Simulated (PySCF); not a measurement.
ClHO2SW, SMILES [SH][W](=[O])(=[O])[Cl], multiplicity 1. Coordinates come from a B3LYP-D3(BJ)/def2-SVP optimisation. The multiplicity is an assumed one; no other spin state was optimised. The structure was generated by enumeration; whether it is a known compound was not checked. The def2 effective core potentials stand for the cores of W; spin–orbit coupling is left out. One conformer was computed; it need not be the lowest.

These are B3LYP-D3(BJ)/def2-SVP (PySCF) values and carry that method's errors.

Harmonic wavenumbers (cm⁻¹): 113, 151, 181, 215, 290, 322, 400, 412, 649, 998, 1035, 2649. Rotational constants (GHz): 2.581, 1.572, 1.296; symmetry number 1.

Task: Work out the zero-point energy and the ideal-gas rigid-rotor harmonic-oscillator thermochemistry at 298.15 K and 1 atm.

Result: ZPE = ½ Σ hcν = ½ × 7414 cm⁻¹ = 10.60 kcal/mol. H − E(el) = 15.55 kcal/mol. Entropy in cal/(mol K): translation 42.83, rotation 28.50, vibration 15.40, total 86.73. G − E(el) = -10.31 kcal/mol. Cp = 23.36 cal/(mol K). Modes under 150 cm⁻¹ make the vibrational entropy uncertain.
